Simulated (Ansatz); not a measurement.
`[SiH3][O][GeH]` from Hartree–Fock to CCSD(T)

```xyz
7

Si    0.381   -0.897    0.366
O    -0.225    0.354   -0.511
Ge   -0.718    2.027   -0.116
H     0.541   -0.512    1.796
H     1.706   -1.284   -0.183
H    -0.546   -2.053    0.275
H    -1.139    2.365   -1.627
```

Total charge 0; spin multiplicity 1. Correlated methods include outer-core shells of Ge, which these sets cover unevenly. Scalar relativity is left out up to krypton. All single points use the PBE0-D4/def2-TZVP geometry. Frozen core, restricted reference, the Gaussian-basis code of Ansatz.

```
     basis      HF (Eh)  MP2 corr.
  def2-SVP  -2441.10427   -0.49694
def2-TZVPP  -2441.57520   -0.59476
def2-QZVPP  -2441.63099   -0.88739
```

Task: Estimate the CCSD correlation energy and the (T) correction in each basis where they were run (hartree).

Result: 
| basis | CCSD corr. | (T) |
| --- | --- | --- |
| def2-SVP | -0.52553 | -0.01399 |
| def2-TZVPP | -0.62179 | -0.02264 |
